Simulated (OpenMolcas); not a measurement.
Ni2+.

```
Program             : OpenMolcas
Basis               : ANO-RCC-VQZP [7s6p4d3f2g1h]
Scalar Hamiltonian  : DKH3, point nucleus
Active space        : 8 electrons in 5 orbitals (3d)
State averaging     : 2S+1 = 3 even, 10 roots; 2S+1 = 1 even, 15 roots
Spin-orbit coupling : state interaction with AMFI integrals over the reference wave functions, term energies averaged over their components
```

Two sets of levels on these reference wave functions, in cm-1 above 3d8 3F4: one from CASSCF and one from SS-CASPT2, IPEA 0.25 Eh, imaginary shift 0.1 Eh (closed shells correlated: 3s 3p).

```tsv
Level	Set 1	Set 2
3d8 3F4	0.0	0.0
3d8 3F3	1367	1364
3d8 3F2	2280	2300
3d8 1D2	12940	17140
3d8 3P2	16670	20770
3d8 3P1	17070	21160
3d8 3P0	17330	21430
3d8 1G4	22700	26580
3d8 1S0	52150	64010
```

Q: Which set is which?

A: Set 1 is SS-CASPT2. Its levels of the other terms of 3d8 lie at 0.76 to 0.85 of the other set's values, as expected, since terms of lower spin or lower L gain more correlation energy than the Hund ground term. Against 8 measured levels (Corliss and Sugar, J. Phys. Chem. Ref. Data 10, 197 (1981)) the mean absolute deviation is 260 cm-1 with it and 3800 cm-1 without; single levels miss by up to 1100 cm-1 with it.

CASPT2 does not keep the components of a term degenerate, so their means are used; among the terms shown or strongly mixed into the levels shown the widest spread is 840 cm-1 (3d8 3F, SS-CASPT2). Some levels mix across a computed gap that differs much from the measured one, so their mixing is not that of the real levels. Without dynamic correlation excited terms often stand tens of per cent too high (terms of higher spin than the ground term too low), and those without a measured partner can miss by more than the paired ones (holds for CASSCF). Computed and measured levels are paired by configuration, term and J; levels that our copy of the source lacks, or whose pairing is in doubt (as where it misses far off the trend of its configuration), stay unpaired and out of the deviations. Only configurations of the active space appear.
